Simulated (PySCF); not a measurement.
Atom-mapped SMILES (the numbers label the heavy atoms): `[SiH3:1][O:2][C@@:3]12[CH:4]=[CH:5][CH2:6][C@@H:7]1[CH2:8]2`. Hydrogens are named by the atom that carries them. Ha(C8) is cis to C6 on the ring; Ha(C6) is cis to C8 on the ring; Hb(C8) is trans to C6 on the ring; Hb(C6) is trans to C8 on the ring.

PySCF 2.14.0 with density-fitted response routines calculation with geometry from GFN2-xTB and shielding tensors at PBE0/pcSseg-1 (GIAO); isolated molecule, no relativistic terms, single conformer, averaged over atoms made equivalent by symmetry, fast rotation or ring inversion.

Question: Predict the 2D correlation tables (HSQC, COSY, HMBC).

Answer: 

HSQC (one-bond C–H):
```csv
δH,δC
6.40 (H(C4)),143.0 (C4)
5.52 (H(C5)),135.7 (C5)
2.86 (Hb(C6)),41.3 (C6)
2.21 (Ha(C6)),41.3 (C6)
1.80 (H(C7)),25.4 (C7)
1.35 (Hb(C8)),27.8 (C8)
0.04 (Ha(C8)),27.8 (C8)
```

COSY cross peaks (H two or three bonds apart, from the bond graph; peaks can be absent where the dihedral angle is near 90°):
```csv
δH,δH
6.40 (H(C4)),5.52 (H(C5))
5.52 (H(C5)),2.86 (Hb(C6))
5.52 (H(C5)),2.21 (Ha(C6))
2.86 (Hb(C6)),2.21 (Ha(C6))
2.86 (Hb(C6)),1.80 (H(C7))
2.21 (Ha(C6)),1.80 (H(C7))
1.80 (H(C7)),1.35 (Hb(C8))
1.80 (H(C7)),0.04 (Ha(C8))
1.35 (Hb(C8)),0.04 (Ha(C8))
```

HMBC (two and three bonds, from the bond graph):
```csv
δH,δC
6.40 (H(C4)),"135.7 (C5), 73.7 (C3), 41.3 (C6), 27.8 (C8), 25.4 (C7)"
5.52 (H(C5)),"143.0 (C4), 73.7 (C3), 41.3 (C6), 25.4 (C7)"
4.87 (H(Si1)),73.7 (C3)
2.86 (Hb(C6)),"143.0 (C4), 135.7 (C5), 73.7 (C3), 27.8 (C8), 25.4 (C7)"
2.21 (Ha(C6)),"143.0 (C4), 135.7 (C5), 73.7 (C3), 27.8 (C8), 25.4 (C7)"
1.80 (H(C7)),"143.0 (C4), 135.7 (C5), 73.7 (C3), 41.3 (C6), 27.8 (C8)"
1.35 (Hb(C8)),"143.0 (C4), 73.7 (C3), 41.3 (C6), 25.4 (C7)"
0.04 (Ha(C8)),"143.0 (C4), 73.7 (C3), 41.3 (C6), 25.4 (C7)"
```

Scale: TMS for ¹H and ¹³C (reference shieldings calculated alike).

Short H···H contacts in this conformer between protons four or more bonds apart (candidates for NOE cross peaks, intensity ∝ r⁻⁶): Ha(C6)···Ha(C8) 2.69 Å.

Shifts are as computed. Against solution values, carbons near 30 ppm lie about +3 ppm off and those near 130 ppm about +5 ppm. Of 1211 compounds with measured shifts, 218 miss one by over three times the rms of a fit or turn the order of signals round; such compounds aren't used in these exercises.
